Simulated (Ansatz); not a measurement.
Geometry optimisation, RKS PBE0-D4/def2-SVP in Ansatz.

input.yaml

```yaml
crystal:
  periodic: [false, false, false]
  atoms:
    - { symbol: O, position_ang: [-0.35842, 2.00975, -0.70359] }
    - { symbol: Al, position_ang: [-0.04141, 1.16453, 0.66695] }
    - { symbol: Si, position_ang: [0.20992, -1.25263, 0.64189] }
    - { symbol: S, position_ang: [0.31362, -1.77282, -1.47686] }
    - { symbol: H, position_ang: [-0.07464, -0.18307, -0.07768] }
    - { symbol: H, position_ang: [0.09158, 1.97984, 1.9723] }
    - { symbol: H, position_ang: [-0.87541, -2.11912, 1.14836] }
    - { symbol: H, position_ang: [1.43714, -1.89645, 1.13861] }
    - { symbol: H, position_ang: [-0.25004, -0.65351, -1.9155] }
basis:
  gaussian: { orbitals: def2-SVP }
hamiltonian:
  xc: pbe0
  dispersion: d4
relax:
  f_tol: 0.02
  max_steps: 50
```

Launched with:

```bash
$ ansatz run input.yaml --threads 2 --pin off --max-ram 3072MiB --backend cpu --events-out ev --progress --plain --runs-dir out
```

Task: Where does it end, and by what steps?

Result: The run converged. After 40 steps the energy has fallen by 6.724 eV; H9 moved furthest, 2.16 Å. Parted: Al2–H5 (1.54 → 2.21 Å), S4–H9 (1.33 → 3.57 Å). Joined: O1–H9 (2.93 → 0.96 Å), Al2–S4 (3.65 → 2.23 Å).

| step | energy less start (eV) | largest force component (eV/Å) | accepted |
| --- | --- | --- | --- |
| 0 | 0.0000 | 7.493 | yes |
| 2 | -2.6345 | 1.664 | yes |
| 4 | -3.0906 | 0.698 | yes |
| 6 | -3.2821 | 0.381 | yes |
| 8 | -3.5685 | 0.791 | yes |
| 10 | -4.1262 | 1.267 | yes |
| 12 | -4.6362 | 0.932 | yes |
| 14 | -4.7722 | 0.541 | yes |
| 16 | -4.8013 | 0.197 | yes |
| 18 | -4.8046 | 0.070 | yes |
| 20 | -4.8058 | 0.092 | yes |
| 22 | -4.8084 | 0.155 | yes |
| 24 | -4.8138 | 0.304 | yes |
| 26 | -4.9150 | 0.334 | yes |
| 28 | -5.5070 | 0.934 | yes |
| 30 | -6.4392 | 0.794 | yes |
| 32 | -6.6415 | 1.034 | yes |
| 34 | -6.6836 | 0.359 | yes |
| 36 | -6.7144 | 0.221 | yes |
| 38 | -6.7234 | 0.036 | yes |
| 40 | -6.7244 | 0.018 | yes |

```xyz
9
Properties=species:S:1:pos:R:3
O -1.065 1.499 -0.952
Al 0.341 0.925 -0.185
Si 0.311 -1.719 0.733
S 1.342 -0.917 -0.939
H -0.353 -0.492 1.361
H 0.993 1.845 0.911
H -0.796 -2.652 0.383
H 1.187 -2.308 1.783
H -1.507 1.095 -1.700
```

Run time: 55 s on 2 threads of Intel(R) Xeon(R) 6975P-C (Granite Rapids) (shared host), peak memory 0.23 GiB.
